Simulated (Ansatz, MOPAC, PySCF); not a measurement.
Noncovalent pair: NH3 (SMILES N) (first 4 atoms) with N2 (SMILES N#N); geometry from B3LYP-D3(BJ)/def2-TZVP, rigid monomers moved along the line of their centres of mass till H4···N6 is 3.03 Å.
(charge 0, multiplicity 1):
```xyz
6

N     -0.0768    -0.1184    -0.3546
H      0.8808     0.1503    -0.5493
H     -0.6597     0.6904    -0.5370
H     -0.1392    -0.3191     0.6367
N     -0.0085    -0.0503     4.7473
N     -0.0670    -0.1886     3.6670
```

Monomers are frozen at their geometry in the pair; levels with a basis set take the counterpoise correction. Rows marked so take none.

Frozen-core correlation. CBS: X⁻³ extrapolation of the correlation energy, Hartree–Fock from the larger set. Rows in 6-311+G**, 6-31G* carry no dispersion term and start afresh at each structure (6-31G* with six Cartesian d functions). The state that AM1, PM3, PM6 reach isn't checked.

The values were computed with Ansatz (a first-principles code) with Gaussian orbitals; MOPAC for AM1, PM3, PM6 (differences of heats of formation); PySCF for 6-311+G** rows, 6-31G* rows, the dispersion terms. Values without a source in brackets are computed.

Other levels give for the interaction energy: PBE/def2-TZVPPD -0.41; B3LYP/def2-TZVPPD -0.14; B3LYP-D3(BJ)/def2-TZVPPD -0.45; wB97M-V/def2-TZVPPD -0.42; CCSD(T)/CBS(aug-cc-pVDZ, aug-cc-pVTZ) -0.48 kcal/mol.

Question: What do these common cheap choices give for the same quantity: AM1, PM3, PM6, HF/6-31G*, HF/6-31G* (no counterpoise), B3LYP/6-31G*, B3LYP/6-311+G** (no counterpoise), M06-2X/6-31G* (no counterpoise)?

Answer: AM1 -0.21; PM3 -0.02; PM6 -0.53; HF/6-31G* -0.18; HF/6-31G* (no counterpoise) -0.36; B3LYP/6-31G* -0.25; B3LYP/6-311+G** (no counterpoise) -0.23; M06-2X/6-31G* (no counterpoise) -0.67 kcal/mol. They span -0.67 to -0.02 kcal/mol.
